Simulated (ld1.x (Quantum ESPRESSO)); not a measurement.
## Fe, TM: configuration errors across variants

ld1.x (Quantum ESPRESSO) 7.5 input, shortened:

```
&input
   title='Fe', zed=26., rel=2, dft='PZ', iswitch=3,
   config='[Ar] 3d6 4s0.5 4p0', rel_dist='average'
 /
 &inputp
   pseudotype=2, tm=.true., lloc=-1, rcloc=2.05,
   nlcc=.true., rcore=0.85
 /
3
4S  1  0   0.50   0.00  2.05  2.05  0.0
4P  2  1   0.00   0.00  1.80  1.80  0.0
3D  3  2   6.00   0.00  1.50  1.50  0.0
 &test
   configts(1)='3d6 4s0.5 4p0'
 /
```

Open shells are filled in proportion to 2j + 1 (rel_dist='average').

All-electron excitation energies from the reference (eV): (1) 3d6 4s2 4p0 -16.256; (2) 3d6 4s1 4p0 -7.275; (3) 3d6 4s0 4p0 9.217; (4) 3d7 4s1 4p0 -17.085; (5) 3d6 4s1.5 4p0 -12.660; (6) 3d6.5 4s1.5 4p0 -17.005; (7) 3d6 4s0 4p1 -2.142.

Tests that are not counted but printed errors over 1 eV. “local potential all-electron potential smoothed inside 1.76 bohr (lloc = -1)”: 3d7 4s1 4p0 (solver errors, printed error -576 eV).

A true bound ghost makes a file unfit for plane-wave use even where its test errors are small: the radial tests pick states by their node count and pass the ghost by. Where a test does run into it, the solver fails or the error is huge.

Errors AE − PS in meV (a dash: test not solved or not reliable):

```csv
change,(1),(2),(3),(4),(5),(6),(7),bound ghosts
base,-8.6,-1.9,-4.2,-73,-5.3,-4.1,+0.4,none
local potential all-electron potential smoothed inside 1.20 bohr (lloc = -1),-14,-2.4,-4.1,-59,-7.8,-9.5,+1.4,"s, p3/2, p1/2"
local potential all-electron potential smoothed inside 1.48 bohr (lloc = -1),-22,-3.2,-4.2,-98,-11,-35,+0.6,s
local potential all-electron potential smoothed inside 1.76 bohr (lloc = -1),-2.4,-1.1,-4.2,–,-2.3,+12,+0.4,s
local potential all-electron potential smoothed inside 2.06 bohr (lloc = -1),-8.6,-1.9,-4.2,-73,-5.3,-4.1,+0.4,none
local potential all-electron potential smoothed inside 2.28 bohr (lloc = -1),-10,-2.1,-4.2,-92,-6.1,-12,+0.4,none
```

(1) Give the same row for: local potential all-electron potential smoothed inside 0.78 bohr (lloc = -1).

## Answers

(1) -9.9, -2.0, -4.1, -47, -5.9, +0.4, +0.1; bound ghosts: s, p1/2, p3/2.
